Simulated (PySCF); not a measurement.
**Multinuclear NMR of CH₁₂OSi₅**

Mapped SMILES: `[SiH3:1][O:2][CH2:3][SiH:4]1[SiH2:5][SiH2:6][SiH2:7]1` (H(Xn): hydrogen on atom n). Ha(Si5), Ha(Si6), Ha(Si7) are cis to C3 on the ring; Hb(Si5), Hb(Si6), Hb(Si7) are trans to C3 on the ring.

PySCF 2.14 calculation with shieldings: GIAO PBE0/pcSseg-1 and geometry from GFN2-xTB; one conformer, gas phase, no relativistic terms, fast rotation and ring inversion assumed for equivalent nuclei.

Question: Where does 29Si resonate?

Answer: 
```json
{"atoms": "Si1", "environment": "silicon bonded to O, 3 H", "σ (ppm)": "381.8", "δ (ppm)": "-33.9"}
{"atoms": "Si4", "environment": "silicon bonded to C, 2 Si, H, in a 4-membered ring", "σ (ppm)": "383.5", "δ (ppm)": "-35.2"}
{"atoms": "Si5/Si7", "environment": "silicon bonded to 2 Si, 2 H, in a 4-membered ring", "σ (ppm)": "433.5", "δ (ppm)": "-76.4"}
{"atoms": "Si6", "environment": "silicon bonded to 2 Si, 2 H, in a 4-membered ring", "σ (ppm)": "447.5", "δ (ppm)": "-87.8"}
```

Shieldings were converted by a linear fit to measured shifts: 29Si (scatter 8.9 ppm rms, 25.8 ppm with the 6 outliers that the fit left out vs TMS, solution or neat liquid). A few per cent of atoms miss by over 2 rms, more outside the fitted compound classes.

On a 500 MHz spectrometer 29Si resonates near 99.3 MHz, so 1 ppm is 99.3 Hz.

Question: Where does 17O resonate?

Answer: 
| atoms | environment | σ (ppm) | δ (ppm) |
| --- | --- | --- | --- |
| O2 | oxygen bonded to C, Si | 331.2 | -35.0 |

Shieldings were converted by a linear fit to measured shifts: 17O: δ = 266.70 − 0.911σ (rms 10.7 ppm, 155 shifts, 12.2 ppm with the 3 outliers that the fit left out vs liquid water, solution or neat liquid). A few per cent of atoms miss by over 2 rms, more outside the fitted compound classes.

On a 600 MHz spectrometer 17O resonates near 81.3 MHz, so 1 ppm is 81.3 Hz.
